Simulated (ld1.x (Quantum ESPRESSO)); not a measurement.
**Transferability test, PAW potential for Cu**

```
Element                 : Cu (Z = 29)
Generator               : ld1.x (Quantum ESPRESSO) 7.5
Type                    : PAW
Functional              : LDA (PZ)
Relativity              : scalar-relativistic
Frozen core             : [Ar]
Valence charge          : 11
Reference configuration : 3d10 4s1 4p0
Partial waves           : 4s (bound): rcut 1.95, rcutus 2.25 bohr; 4s channel at 0.05 Ry: rcut 1.95, rcutus 2.25 bohr; 4p (bound, empty): rcut 3.20, rcutus 4.10 bohr; 4p channel at 2.3 Ry: rcut 3.20, rcutus 4.10 bohr; 3d (bound): rcut 1.25, rcutus 1.40 bohr; 3d channel at 2.9 Ry: rcut 1.25, rcutus 1.40 bohr
Local potential         : all-electron potential smoothed inside 1.80 bohr (lloc = -1)
Core correction         : a·sin(br)/r model core, default radius (core density twice the valence density)
Augmentation charge     : PSQ, inside the norm-conserving radii
```

Energies are relative to the spin-unpolarised reference configuration 3d10 4s1 4p0; without spin polarisation the order of configurations can differ from experiment. Spin-polarised rows fill each open shell by Hund’s rule, majority spin first. The frozen-core shift is the all-electron ΔE with the core orbitals held at their reference shape minus the fully relaxed ΔE.

```tsv
valence configuration	charge	ΔE all-electron (eV)	error AE − PS (meV)	frozen-core shift (meV)
3d9 4s0 4p0	+2	30.121	-53	+50
3d8 4s0 4p0	+3	69.485	-462	+453
3d7 4s0 4p0	+4	129.516	-1717	+1676
3d9 4s2 4p0	0	2.003	-54	+56
3d9 4s1 4p1	0	6.934	-50	+53
3d10 4s1 4p0 (spin-polarised)	0	-0.184	-0.2	+0.3
3d9 4s0 4p0 (spin-polarised)	+2	29.879	-53	+51
```

Task: What are ΔE and the potential's error for 3d10 4s0 4p0?

Result: ΔE = 8.434 eV all-electron; the error (AE − PS) is -5.5 meV.

Task: What are ΔE and the potential's error for 3d10 4s0 4p1?

Result: ΔE = 4.257 eV all-electron; the error (AE − PS) is -1.1 meV.
